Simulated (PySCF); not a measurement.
Al(Cl)(H)(SeH) (AlClH₂Se), SMILES [Cl][AlH][SeH].

The structure is a stationary point at PBE0-D3(BJ)/def2-TZVP. One conformer was computed; it need not be the lowest.

Method: C-PCM-ωB97X/def2-SVP (PySCF).

The values are the electrostatic part of the solvation free energy, E(continuum) − E(gas) at the gas-phase geometry, in a cavity of scaled van der Waals radii (PySCF's table); cavitation and dispersion terms are not included. A continuum can't describe solvent molecules that bind to the metal. In vacuum the orbital gap is 10.50 eV. The dipole moment in vacuum is 0.35 D.

Computed values in water (ε = 78.36), ethanol (ε = 24.85), 1-octanol (ε = 9.86):
```tsv
solvent	ε	ΔG(elec) (kcal/mol)	dipole (D)	gap (eV)
water	78.36	-5.2	0.34	10.86
ethanol	24.85	-5.1	0.34	10.85
1-octanol	9.86	-4.7	0.34	10.82
```
